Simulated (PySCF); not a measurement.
## `O=C(O)[C@@H]1[SiH2][C@@H]1O[SiH3]`, C$_{3}$H$_{8}$O$_{3}$Si$_{2}$

Geometry:
```csv
atom,x (Å),y (Å),z (Å)
O1,1.091,0.691,-1.368
C2,1.553,0.651,-0.250
O3,2.644,1.368,0.087
C4,1.063,-0.185,0.835
Si5,0.302,-1.833,0.216
C6,-0.477,-0.305,0.995
O7,-1.288,0.616,0.388
Si8,-2.163,0.623,-0.977
H9,2.940,1.889,-0.675
H10,1.631,-0.077,1.750
H11,0.274,-2.024,-1.215
H12,0.481,-2.952,1.125
H13,-0.744,-0.378,2.051
H14,-1.385,0.499,-2.201
H15,-2.804,1.918,-0.801
H16,-3.125,-0.491,-0.931
```

Theory: TDDFT B3LYP/def2-SVPD circular dichroism and optical rotation, one conformer, gas phase (PySCF). Geometry: GFN2-xTB.

The molecule is flexible and this is one conformer; a measurement averages over conformers. States above about 6.9 eV (minus the energy of the highest occupied orbital) lie near or above the ionisation threshold and depend on the basis.

Draw the ECD and absorption spectra from the lowest 16 states, each a Gaussian of half-width 0.3 eV at 1/e height.


```
E (eV)  λ (nm)  Δε (L mol⁻¹ cm⁻¹)  ε (L mol⁻¹ cm⁻¹)
  4.75     261              +0.93               247
  4.90     253              +3.85              1020
  5.05     246              +9.67              2560
  5.20     239             +14.85              3940
  5.35     232             +14.17              3910
  5.50     226              +8.94              3090
  5.65     220              +4.68              2950
  5.80     214              +2.26              3380
  5.95     208              -1.60              3850
  6.10     203              -6.85              4480
  6.25     198              -8.70              4840
  6.40     194              -5.36              4960
  6.55     189              -0.33              5900
  6.70     185              +1.03              7560
  6.85     181              -3.14              8490
  7.00     177              -6.20              7650
```
Δε uses R in velocity form, ε uses f in length form. Only the states computed contribute, so the short-wavelength end is incomplete.
